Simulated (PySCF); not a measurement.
bromine (Br₂), SMILES BrBr.

Geometry: PBE-D3(BJ)/def2-TZVP.

Two levels are set side by side: TDA-PBE/def2-TZVPD (PySCF) and TDA-PBE0/def2-TZVPD (PySCF). Vertical, same geometry. The lowest singlet is HOMO−1→LUMO 100 % with PBE and HOMO−1→LUMO 100 % with the other functional; states are paired by order. Differences are taken from unrounded values.

| quantity | TDA-PBE0 |
|---|---|
| lowest singlet excitation (eV) | 2.84 |
| lowest triplet excitation (TDA) (eV) | 2.04 |

**Question.** What does TDA-PBE give, and how far is it from TDA-PBE0? (Estimate from the structure and the level; the computed values follow.)

**Answer.** 
```
quantity                              TDA-PBE  TDA-PBE minus TDA-PBE0
------------------------------------  -------  ----------------------
lowest singlet excitation (eV)           2.65                   -0.18
lowest triplet excitation (TDA) (eV)     1.90                   -0.14
```

Functionals without exact exchange tend to place singlet excitations lower, as here. Differences between two approximate levels are no errors against the true value.

Rough cost on one machine, each run with all the roots and properties that it gave: TDA-PBE0 against TDA-PBE about 2 times.
